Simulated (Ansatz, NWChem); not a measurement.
# The same job for Ansatz

This NWChem 7.3.0 job computes doublet [GeH4]+:

run.py:
```python
from ase import Atoms
from ase.calculators.nwchem import NWChem

molecule = Atoms(['Ge', 'H', 'H', 'H', 'H'], positions=[
    [0.000100, 0.000100, -0.000000],
    [1.148100, -0.756300, 0.680600],
    [-1.238800, -0.030000, 0.904200],
    [-0.329200, -0.669100, -1.340600],
    [0.419800, 1.455400, -0.244100],
])

calc = NWChem(
    label='geh4',
    theory='scf',
    memory='2200 mb',
    basis='3-21G',
    basispar='spherical bse',
    charge=1,
    scf={'nopen': '1', 'uhf': None, 'thresh': '1e-08', 'maxiter': '80'},
    task='energy',
)
molecule.calc = calc

print(f"energy = {molecule.get_potential_energy():.6f} eV")
```

```bash
$ export ASE_NWCHEM_COMMAND="nwchem PREFIX.nwi > PREFIX.nwo"
$ python run.py
```

Geometry: relaxed at PBE0-D4/def2-TZVP. That shape belongs to the parent species and isn't relaxed for this state.

It gives a total energy of -2067.187715 Eh.

Task: Write the same calculation for Ansatz 0.2.0 as an input file of the program's own.

Result: This input was run:

job.yaml:
```yaml
crystal:
  periodic: [false, false, false]
  atoms:
    - {symbol: Ge, position_ang: [0.000100, 0.000100, -0.000000]}
    - {symbol: H, position_ang: [1.148100, -0.756300, 0.680600]}
    - {symbol: H, position_ang: [-1.238800, -0.030000, 0.904200]}
    - {symbol: H, position_ang: [-0.329200, -0.669100, -1.340600]}
    - {symbol: H, position_ang: [0.419800, 1.455400, -0.244100]}
basis:
  gaussian:
    orbitals: 3-21G-spherical.json
output: {orbitals: {seedname: orbitals}}
accuracy: high
hamiltonian:
  xc: hf
magnetization:
  spin_polarized: true
  initial_magnetization: 1
total_charge: 1
```

```bash
$ ansatz run job.yaml --threads 1 --pin off --max-ram 3480MiB --events-out events.jsonl --progress --plain --runs-dir runs
```

(Basis files named in the input come from the Basis Set Exchange and aren't shown.)

Its energy is -2067.187715 Eh, 0.000 mEh from the first.
